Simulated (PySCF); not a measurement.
**Computed properties of C2H6F2OSi, SMILES C([Si@H](CO)F)F**

C₂H₆F₂OSi, SMILES OC[Si@H](F)CF. Coordinates come from a TPSSh-D3(BJ)/def2-SVP optimisation. The structure was generated by enumeration; whether it is a known compound was not checked. The values are those of a single conformer. All values are computed for the isolated molecule unless a solvent is named; none is compared with measurement here.

**Structure.** All 30 harmonic modes at TPSSh-D3(BJ)/def2-SVP (PySCF) are real, so it is a minimum. With heavy atoms numbered as in [OH:1][CH2:2][Si@H:3]([F:4])[CH2:5][F:6], the shortest bond between them is C5–F6 at 1.404 Å and the longest Si3–C5 at 1.897 Å.

**Vibrations.** The strongest infrared lines (harmonic, unscaled, degenerate partners summed) lie at 928 cm⁻¹ (178 km/mol, Si 38 %, H 34 %, F 21 %), 883 cm⁻¹ (137 km/mol, H 69 %, C 15 %, Si 12 %), 2271 cm⁻¹ (131 km/mol, H 97 %). The softest mode is at 69 cm⁻¹ and the zero-point energy is 52.4 kcal/mol.

**Electronic structure.** CAM-B3LYP/def2-TZVP (PySCF) places the frontier levels at -9.14 and 1.02 eV, a gap of 10.16 eV, and gives a dipole moment of 1.39 D and a mean polarisability of 52.6 bohr³. PBE/def2-TZVP (PySCF) at the same geometry gives -6.12 and -0.96 eV, so its gap is 5.00 eV narrower. An orbital gap is neither the optical nor the fundamental gap.

**Excitations.** TDA-PBE0/def2-SVPD (PySCF) has S1 at 6.39 eV (194 nm, f = 0.010, weak); the most intense of the 10 singlets computed lies at 8.37 eV (f = 0.08). T1 (TDA) is at 5.98 eV, 0.41 eV under S1. TDA-PBE/def2-SVPD (PySCF) puts S1 at 5.29 eV. No vertical singlet excitation falls in the visible range (under 3.1 eV).

**NMR.** GIAO shifts at HF/pcSseg-1 (PySCF) (non-relativistic, atoms alike by connectivity averaged): ¹³C from 49.4 to 70.0 ppm against TMS; ¹H from 0.4 to 4.9 ppm against TMS; ²⁹Si at 3.4 ppm against TMS; ¹⁹F from -269.2 to -172.1 ppm against CFCl3.

**Solvation.** SMD-B3LYP/def2-SVP (PySCF) gives -5.3 kcal/mol in water, -6.4 kcal/mol in acetonitrile, -3.5 kcal/mol in benzene (1 M in both phases, gas-phase geometry); of these solvents acetonitrile holds the molecule best.
